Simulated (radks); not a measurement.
Question: Numerical settings for neutral thulium, [Xe] 4f13 6s2. Method: scalar-relativistic Kohn-Sham, PBEsol, spin-unpolarised, spherical densities, finite nucleus; Fermi nuclear charge, rms radius 5.2256 fm; computed with a radial shooting solver on a logarithmic mesh with Libxc functionals. The defaults (mesh step 0.008 in ln r, mesh end at 40 bohr or more with all orbitals vanishing there, Anderson mixing 0.5 over 9 steps, residual threshold near 1e-9 with the energy settled to 1e-9 hartree or 1e-11 of itself, here a cap of 91 iterations) give E = -13561.7302 hartree and 4f at -3.145 eV in 36 iterations. Run on one thread of a shared host, so times are rough (Arm Neoverse N1): 0.44 s of CPU time, 0.44 s wall, 36 iterations on 2440 mesh points. One setting is changed at a time: mesh step in ln r 0.02; mesh step in ln r 0.005; mesh step in ln r 0.2; mesh end (bohr) 20; mesh end (bohr) 8; residual threshold 1e-05; residual threshold 1e-13; mixing 1.5; linear mixing, mixing 0.05; linear mixing, mixing 0.2; mixing history 20; iteration cap 8. Which runs fail to converge, and which converge to a wrong energy?

Answer: Not converged within the cap: mesh step in ln r 0.2; linear mixing, mixing 0.05; iteration cap 8. Settings that end as converged yet miss the energy by more than 1 mhartree: mesh end (bohr) 8 (+0.0137 hartree).
